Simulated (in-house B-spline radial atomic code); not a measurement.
A run on La (an excited or competing configuration) that did not converge. Method: scalar-relativistic (X2C) wB97X, spin-polarised, spherical fractional occupations, exact exchange averaged over the configuration, Fermi nucleus of rms radius 4.855 fm; computed with a B-spline radial code for spherical atoms.

Command:
```bash
python run_scf.py task.json out
```
Settings (nuclear radius in fm, mass in u):
```
Z                57
configuration    [Xe] 5d1 6s1 6f1
hamiltonian      x2c
method           wb97x
spin_polarised   True
nucleus          fermi
rms_radius       4.855
atomic_mass      138.90636
speed_of_light   137.035999084
exact_exchange   averaged over the configuration
```

First and last ten iterations of the last attempt (damped for 15 steps, keeping 80 % of the old Fock matrix, then DIIS):
```
 iter        energy (Eh)    residual
    1       -8486.603978    4.88e-01
    2       -8490.038168    2.75e-01
    3       -8491.430637    1.84e-01
    4       -8492.085576    1.21e-01
    5       -8492.391998    7.95e-02
    6       -8492.532825    5.19e-02
    7       -8492.597155    3.50e-02
    8       -8492.626569    2.52e-02
    9       -8492.640177    1.83e-02
   10       -8492.646544    1.34e-02
  111       -8492.652379    4.53e-04
  112       -8492.652467    3.49e-04
  113       -8492.652496    3.78e-04
  114       -8492.652452    3.67e-04
  115       -8492.652412    4.41e-04
  116       -8492.652426    4.35e-04
  117       -8492.652423    4.37e-04
  118       -8492.652353    4.28e-04
  119       -8492.652182    8.07e-04
  120       -8492.652786    6.00e-04
 not converged after 120 iterations
```

The smallest residual met was 3.5e-04; the threshold is about 6e-07. No energy from this run should be used. Cost of the run: 61 s on 1 thread of Arm Neoverse N1 (shared host).
